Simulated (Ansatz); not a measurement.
Cost and result for the atomization energy of CH4ClFGeOSe, SMILES `C[O][Ge]([F])([Cl])[SeH]` (10 atoms, 9 bonds).

Z-matrix (Å, degrees):
```
C
O 1 1.419
H 1 1.094 2 111.2
H 1 1.091 2 107.0 3 118.9
H 1 1.095 2 111.9 3 -122.1
Ge 2 1.746 1 119.9 3 70.5
Cl 6 2.116 2 105.3 1 -174.5
F 6 1.729 2 109.2 1 -59.8
Se 6 2.328 2 112.9 1 58.7
H 9 1.469 6 89.6 2 -137.3
```

The species carries charge 0 and has multiplicity 1. Correlated methods include outer-core shells of Ge, Se, which these sets cover unevenly. Scalar relativity is left out up to krypton. The structure was optimised at the PBE0-D4/def2-TZVP level. It is one conformer, not always the lowest. Program: Ansatz. All runs use 2 threads of an AMD EPYC 7R13 on a shared host and a share of an NVIDIA H100 80 GB. Times are those of one run each, without the atoms' runs, and a repeat can differ threefold. Electronic energies, without spin–orbit coupling; frozen cores. CCSD(T)/CBS adds CCSD(T) − MP2 in def2-TZVPP to the MP2 limit, and its time is that of the two runs behind it. T1 = 0.011. With those shells the extrapolation isn't a true limit. B3LYP takes the VWN-RPA correlation (the form of Gaussian; ORCA's B3LYP/G).

CCSD(T)/CBS is a level of theory with its own doubt, some kJ/mol a heavy atom from the limit and from the frozen cores, so smaller differences don't rank the functionals.

```json
{"level": "PBE-D4/def2-TZVPP (with forces)", "functions": "287", "wall time": "2 s"}
{"level": "PBE0-D4/def2-TZVPP", "functions": "287", "wall time": "2 s"}
{"level": "r2SCAN-D4/def2-TZVPP (with forces)", "functions": "287", "wall time": "2.4 s"}
{"level": "B2PLYP/def2-TZVPP", "functions": "287", "wall time": "2.4 s"}
{"level": "B3LYP-D4/def2-TZVPP (with forces)", "functions": "287", "wall time": "2.7 s"}
{"level": "ωB97X-V/def2-TZVPP", "functions": "287", "wall time": "3.2 s"}
{"level": "ωB97M-V/def2-TZVPP (with forces)", "functions": "287", "wall time": "3.6 s"}
{"level": "MP2/def2-QZVPP", "functions": "539", "wall time": "5.5 s"}
{"level": "CCSD(T)/def2-TZVPP", "functions": "287", "wall time": "7.5 s"}
{"level": "CCSD(T)/CBS(def2)", "functions": "–", "wall time": "13 s"}
```

Q: What atomization energy does each give, and how far from CCSD(T)/CBS? (Estimate.)

A: Ansatz gave: 
```csv
level,atomization (kcal/mol),difference from CCSD(T)/CBS,per bond
PBE-D4/def2-TZVPP (with forces),838.8,13.4,1.5
PBE0-D4/def2-TZVPP,818.0,-7.4,-0.8
r2SCAN-D4/def2-TZVPP (with forces),826.5,1.1,0.1
B2PLYP/def2-TZVPP,808.3,-17.1,-1.9
B3LYP-D4/def2-TZVPP (with forces),813.3,-12.1,-1.3
ωB97X-V/def2-TZVPP,825.4,0.0,0.0
ωB97M-V/def2-TZVPP (with forces),818.8,-6.6,-0.7
MP2/def2-QZVPP,838.7,13.3,1.5
CCSD(T)/def2-TZVPP,802.8,-22.6,-2.5
CCSD(T)/CBS(def2),825.4,0.0,0.0
```

From PBE to PBE0 (25 % exact exchange), in def2-TZVPP and without D4, the atomization energy moves by −19.8 kcal/mol: exact exchange takes away binding that semilocal exchange gives to molecules. The D4 term adds +11.2 kcal/mol with B3LYP and +5.9 kcal/mol with PBE0; it sums over pairs of atoms, weighted by their polarisabilities, and B3LYP, whose exchange is more repulsive, gets the larger term. In def2-TZVPP, CCSD(T) changes the Hartree–Fock value by +232.7 kcal/mol (the triples alone add +16.6 kcal/mol) and MP2 by +255.4 kcal/mol; breaking electron pairs costs correlation energy, which Hartree–Fock lacks.
